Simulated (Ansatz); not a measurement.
Mulliken charges of `OI` from PBE/def2-TZVPP in Ansatz (PBE0-D4/def2-TZVP geometry).

```csv
atom,x (Å),y (Å),z (Å),charge (e)
O1,-0.376,-0.468,-0.253,-0.359
I2,1.247,0.130,0.697,0.154
H3,-0.871,0.338,-0.444,0.205
```

Problem. By hand: the dipole of these point charges (1 e Å = 4.8032 D).

Solution. Σ q r = (0.148, 0.257, 0.107) e Å, of length 0.315 e Å = 1.51 D.

Problem. How does the dipole of the full density compare? (Estimate.)

Solution. Ansatz gave: (-0.030, 0.288, 0.012) e Å, 1.39 D; the point charges give 1.09 times that, at 39° from its direction.

Point charges leave out the atoms' own dipoles, such as those of lone pairs, and Mulliken's split depends on the basis, so the two needn't agree.
